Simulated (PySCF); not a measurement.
Spectra and structures to be paired. The calculation used TDDFT CAM-B3LYP/def2-SVPD, vertical, gas phase, core orbitals frozen in the response in PySCF. Geometries: GFN2-xTB; one conformer of each isolated species. Triplets are in the Tamm–Dancoff approximation.

A. `FC(F)(F)P=C=C[SiH3]`
B. `[C@H]1([C@@H](C1)C(F)=O)C(F)=O`
C. `C=C/C(Cl)=C/C=C\Cl`
D. `c12c(ncs1)cccc2`
E. `FC(F)OC1=COC=C1`

Lowest singlet levels (six at most, fewer where fewer were computed) with oscillator strengths:

1. 271 nm (f 0.001); 263 nm (f 0.003); 240 nm (f 0.185); 192 nm (f 0.531); 190 nm (f 0.393); 184 nm (f 0.016); T1 2.91 eV
2. 204 nm (f 0.142); 187 nm (f 0.000); 179 nm (f 0.020); 174 nm (f 0.015); 168 nm (f 0.015); 160 nm (f 0.016); T1 3.91 eV
3. 275 nm (f 0.954); 205 nm (f 0.001); 202 nm (f 0.043); 196 nm (f 0.000); 196 nm (f 0.025); 193 nm (f 0.001); T1 2.36 eV
4. 249 nm (f 0.023); 230 nm (f 0.090); 230 nm (f 0.003); 215 nm (f 0.000); 205 nm (f 0.151); 200 nm (f 0.441); T1 3.74 eV
5. 214 nm (f 0.000); 207 nm (f 0.002); 161 nm (f 0.175); 160 nm (f 0.051); 152 nm (f 0.036); 152 nm (f 0.016); T1 5.26 eV

Question: Match each spectrum to its molecule.

Answer: 1 = A, 2 = E, 3 = C, 4 = D, 5 = B.
- A: S1 at 4.58 eV, HOMO→LUMO+1 (95%); Löwdin shares by element: HOMO carbon 41% or more, phosphorus 40%, silicon 5%; LUMO carbon 40% or more, phosphorus 37%, silicon 6% (atoms not listed hold the other 17%); HOMO -8.83 and LUMO -0.92 eV.
- B: S1 at 5.79 eV, HOMO→LUMO (75%), HOMO-1→LUMO+1 (14%); Löwdin shares by element: HOMO oxygen 68%, fluorine 12% (atoms not listed hold the other 20%); LUMO carbon 37% or more, oxygen 28% (atoms not listed hold the other 36%); HOMO -10.68 and LUMO -0.34 eV.
- C: S1 at 4.50 eV, HOMO→LUMO (98%); Löwdin shares by element: HOMO carbon 59% or more (atoms not listed hold the other 41%); LUMO carbon 64% or more (atoms not listed hold the other 36%); HOMO -7.64 and LUMO -1.01 eV; point group Cs, 1 of its 6 listed states under f = 0.0005.
- D: S1 at 4.99 eV, HOMO→LUMO (51%), HOMO-1→LUMO (20%), HOMO-1→LUMO+1 (16%); Löwdin shares by element: HOMO carbon 44% or more, sulfur 23% (atoms not listed hold the other 33%); LUMO carbon 36% or more, nitrogen 13%, sulfur 10% (atoms not listed hold the other 41%); HOMO -8.14 and LUMO -0.12 eV; point group Cs, 1 of its 6 listed states under f = 0.0005.
- E: S1 at 6.09 eV, HOMO→LUMO (96%); Löwdin shares by element: HOMO carbon 68% or more, oxygen 9% or more (atoms not listed hold the other 22%); LUMO carbon 53% or more, oxygen 19% or more (atoms not listed hold the other 28%); HOMO -8.23 and LUMO 0.80 eV.
A and C have S1 within 0.08 eV of each other; their strongest listed levels stand at 6.47 eV (f 0.531) and 4.50 eV (f 0.954).
